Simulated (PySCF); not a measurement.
**Electron correlation in Te (tellurium, neutral)**

[Kr] 4d10 5s2 5p4, high-spin 3P determinant. Computed with PySCF 2.14 in def2-TZVPPD with the def2 core potential (28 electrons) (7s6p4d2f, 59 functions), with a scalar-relativistic core potential. Frozen: nothing; 24 electrons correlated.

```tsv
level	correlation energy (mhartree)
CCSD	-474.08
(T)	-9.65
CCSD(T)	-483.73
```

Diagnostics: T1 = 0.0073, D1 = 0.0381, largest double amplitude 0.036.

Cost of the coupled-cluster step: of the order of 30 core-seconds, for 24 correlated electrons.

Iterations:

```
CC2 = 0
CCSD nocc = (np.int64(13), np.int64(11)), nmo = (59, 59)
frozen orbitals [[], []]
max_cycle = 100
direct = 0
conv_tol = 1e-08
conv_tol_normt = 1e-06
diis_space = 8
diis_start_cycle = 0
Init t2, MP2 energy = -0.496404920532551
Init E_corr(UCCSD) = -0.496404920533071
cycle = 1  E_corr(UCCSD) = -0.463181173123788  dE = 0.0332237474  norm(t1,t2) = 0.0609707
cycle = 2  E_corr(UCCSD) = -0.473895904802935  dE = -0.0107147317  norm(t1,t2) = 0.0143778
cycle = 3  E_corr(UCCSD) = -0.473437644443244  dE = 0.00045826036  norm(t1,t2) = 0.00532464
cycle = 4  E_corr(UCCSD) = -0.474118448088621  dE = -0.000680803645  norm(t1,t2) = 0.00163122
cycle = 5  E_corr(UCCSD) = -0.474085159042167  dE = 3.32890465e-05  norm(t1,t2) = 0.000333721
cycle = 6  E_corr(UCCSD) = -0.474075283837631  dE = 9.87520454e-06  norm(t1,t2) = 9.67212e-05
cycle = 7  E_corr(UCCSD) = -0.474079361435565  dE = -4.07759793e-06  norm(t1,t2) = 3.87186e-05
cycle = 8  E_corr(UCCSD) = -0.474079599460178  dE = -2.38024613e-07  norm(t1,t2) = 9.16046e-06
cycle = 9  E_corr(UCCSD) = -0.474079267740198  dE = 3.3171998e-07  norm(t1,t2) = 2.70294e-06
cycle = 10  E_corr(UCCSD) = -0.474079332212765  dE = -6.44725665e-08  norm(t1,t2) = 7.62134e-07
cycle = 11  E_corr(UCCSD) = -0.474079327192105  dE = 5.0206595e-09  norm(t1,t2) = 2.54504e-07
UCCSD converged
E(UCCSD) = -267.4797257202903  E_corr = -0.4740793271921053
UCCSD(T) correction = -0.00964919870273601
```

The basis has no tight functions for the innermost shells, so their pair energies are far from complete.

This basis was not built for core-valence correlation, so the inner-shell part is incomplete.
